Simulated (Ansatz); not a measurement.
`O=C=[N][Hf]([OH])([OH])[OH]` and `[CH3][Hf]([OH])([OH])[OH]` differ in one atom or group.

Ansatz, PBE0-D4/def2-TZVP geometries, multiplicity 1. Each molecule was computed in one conformer, which needn't be the lowest.

Elements past krypton have def2 core potentials.

```
                                                                                  property  `O=C=[N][Hf]([OH])([OH])[OH]`
                                                     HOMO–LUMO gap (B3LYP/def2-TZVPP) / eV                           7.39
ideal-gas entropy at 298 K and 1 bar (rigid rotor, harmonic PBE0-D4/def2-TZVP) / J/(mol·K)                            447
                                                       LUMO energy (B3LYP/def2-TZVPP) / eV                          -0.55
                                          size of the dipole moment (B3LYP/def2-TZVPP) / D                           4.57
                                            size of the dipole moment (PBE/def2-TZVPP) / D                           4.47
                                                       HOMO–LUMO gap (PBE/def2-TZVPP) / eV                           5.84
```

Task: What does the change do to each property? (Best estimate.)

Result: Computed: 
```
                                                                                  property  `[CH3][Hf]([OH])([OH])[OH]`  shift
                                                     HOMO–LUMO gap (B3LYP/def2-TZVPP) / eV                         6.68  -0.71
ideal-gas entropy at 298 K and 1 bar (rigid rotor, harmonic PBE0-D4/def2-TZVP) / J/(mol·K)                          411    -36
                                                       LUMO energy (B3LYP/def2-TZVPP) / eV                        -0.28   0.27
                                          size of the dipole moment (B3LYP/def2-TZVPP) / D                         2.31  -2.26
                                            size of the dipole moment (PBE/def2-TZVPP) / D                         2.25  -2.22
                                                       HOMO–LUMO gap (PBE/def2-TZVPP) / eV                         5.23  -0.61
```

With PBE0 the HOMO rises by 0.99 eV and the LUMO rises by 0.26 eV, so the gap narrows by about 0.73 eV. PBE moves the HOMO by 0.88 eV and ωB97M-V by 0.95 eV. The zero-point energy changes by 55.8 kJ/mol with +3 modes. Dipoles are sizes alone; their direction can turn. Modes under 60 cm⁻¹, often nearly free rotors, make the harmonic entropy too high.

B3LYP here is the variant with VWN-RPA as its local correlation; programs differ in this.
